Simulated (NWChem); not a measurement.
# CBrCl$_{3}$; SMILES C(Cl)(Cl)(Cl)Br

```xyz
5

Cl     0.2029     1.6553     1.0030
C      0.0000     0.0000     0.4213
Cl    -1.5350    -0.6519     1.0030
Cl     1.3321    -1.0033     1.0030
Br     0.0000     0.0000    -1.5276
```
Atoms are numbered in this order, from 1.

Results from NWChem. Geometry optimised at PBE0/def2-SVP; all other runs use it. This build's default masses of Se (78.918 u) and Br (79.917 u) are each other's, which moves their modes by up to 0.6 %.

```json
[
 {"quantity": "dipole in solution (D) in water", "level": "PBE0/def2-SVP, SMD", "value": "0.05"},
 {"quantity": "isotropic polarisability (bohr³), static", "level": "B3LYP/def2-SVPD", "value": "(withheld)"},
 {"quantity": "vertical ionisation energy, ΔSCF (eV)", "level": "B3LYP/def2-SVP", "value": "(withheld)"},
 {"quantity": "vertical, lowest excitation, singlet (eV)", "level": "B3LYP/def2-SVPD, TDA", "value": "4.99"},
 {"quantity": "dipole (D)", "level": "PBE0/def2-SVP", "value": "0.05"},
 {"quantity": "highest harmonic frequency (cm⁻¹)", "level": "PBE0/def2-SVP", "value": "(withheld)"}
]
```

### Question
Fill in the missing entries.

### Answer

- isotropic polarisability (bohr³), static, value: 77.4
- vertical ionisation energy, ΔSCF (eV), value: 10.56
- highest harmonic frequency (cm⁻¹), value: 795
